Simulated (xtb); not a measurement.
H2Cl2Si (SMILES Cl[SiH2]Cl), singlet, geometry from GFN2-xTB; GFN2-xTB in xtb.

The xtb input:
```
$ xtb mol.xyz --gfn 2 --json

# file mol.xyz
5

Si    -0.02936543    -0.75380550     0.03346055
Cl     1.65605635     0.34030246     0.02683298
Cl    -1.62471822     0.46414191    -0.06254134
H     -0.09164621    -1.50633088     1.27695919
H     -0.02998600    -1.61594636    -1.13836493
```

The log (banner, timings and long lists left out):

```
   ID    Z sym.   atoms
    1   14 Si     1
    2   17 Cl     2, 3
    3    1 H      4, 5

           -------------------------------------------------
          |                Calculation Setup                |
           -------------------------------------------------

           -------------------------------------------------
          |                 G F N 2 - x T B                 |
           -------------------------------------------------

          ...................................................
          :                      SETUP                      :
          :.................................................:
          :  # basis functions                  32          :
          :  # atomic orbitals                  29          :
          :  # shells                           11          :
          :  # electrons                        20          :
          :  max. iterations                   250          :
          :  Hamiltonian                  GFN2-xTB          :
          :  restarted?                      false          :
          :  GBSA solvation                  false          :
          :  PC potential                    false          :
          :  electronic temp.          300.0000000     K    :
          :  accuracy                    1.0000000          :
          :  -> integral cutoff          0.2500000E+02      :
          :  -> integral neglect         0.1000000E-07      :
          :  -> SCF convergence          0.1000000E-05 Eh   :
          :  -> wf. convergence          0.1000000E-03 e    :
          :  Broyden damping             0.4000000          :
          :  net charge                          0          :
          :  unpaired electrons                  0          :
          ...................................................

 iter      E             dE          RMSdq      gap      omega  full diag
   1    -11.8804337 -0.118804E+02  0.882E+00    7.38       0.0  T
   2    -11.9660674 -0.856338E-01  0.262E+00    5.69       1.0  T
   3    -11.9723011 -0.623362E-02  0.283E+00    6.37       1.0  T
   4    -11.9768209 -0.451982E-02  0.105E+00    6.08       1.0  T
   5    -11.9722210  0.459987E-02  0.155E+00    6.35       1.0  T
   6    -11.9768622 -0.464123E-02  0.225E-01    6.12       1.0  T
   7    -11.9769412 -0.790101E-04  0.799E-02    6.09       1.0  T
   8    -11.9769548 -0.136014E-04  0.236E-02    6.08       1.9  T
   9    -11.9769551 -0.232389E-06  0.151E-02    6.08       3.0  T
[...]
         :: total energy             -11.942448984320 Eh    ::
[...]
       ...                                ...                  ...
        29                          0.7567764              20.5929
      -------------------------------------------------------------
                  HL-Gap            0.2235039 Eh            6.0819 eV
             Fermi-level           -0.3239885 Eh           -8.8162 eV

     #   Z          covCN         q      C6AA      α(0)
     1  14 Si       3.450     0.508   102.841    19.763
     2  17 Cl       0.809    -0.212   105.721    15.729
     3  17 Cl       0.809    -0.212   105.721    15.729
     4   1 H        0.921    -0.042     3.910     3.092
     5   1 H        0.921    -0.042     3.910     3.092

 Mol. C6AA /au·bohr⁶  :       1187.269823
 Mol. C8AA /au·bohr⁸  :      53267.513232
 Mol. α(0) /au        :         57.406053

Wiberg/Mayer (AO) data.
largest (>0.10) Wiberg bond orders for each atom

 ---------------------------------------------------------------------------
     #   Z sym  total        # sym  WBO       # sym  WBO       # sym  WBO
 ---------------------------------------------------------------------------
     1  14 Si   4.053 --     2 Cl   1.140     3 Cl   1.140     5 H    0.886
                             4 H    0.886
     2  17 Cl   1.258 --     1 Si   1.140
     3  17 Cl   1.258 --     1 Si   1.140
     4   1 H    0.998 --     1 Si   0.886
     5   1 H    0.998 --     1 Si   0.886
 ---------------------------------------------------------------------------

Topologies differ in total number of bonds
Writing topology from bond orders to xtbtopo.mol

molecular dipole:
                 x           y           z       tot (Debye)
 q only:       -0.031      -0.795       0.035
   full:       -0.025      -0.641       0.028       1.632
molecular quadrupole (traceless):
                xx          xy          yy          xz          yz          zz
 q only:       -3.867       0.234       2.298      -0.149      -0.027       1.569
  q+dip:       -4.845       0.255       1.936      -0.210       0.051       2.909
   full:       -4.052       0.228       1.979      -0.167       0.010       2.073

           -------------------------------------------------
          | TOTAL ENERGY              -11.942448984320 Eh   |
          | GRADIENT NORM               0.000001606201 Eh/α |
          | HOMO-LUMO GAP               6.081850752701 eV   |
           -------------------------------------------------

normal termination of xtb
```
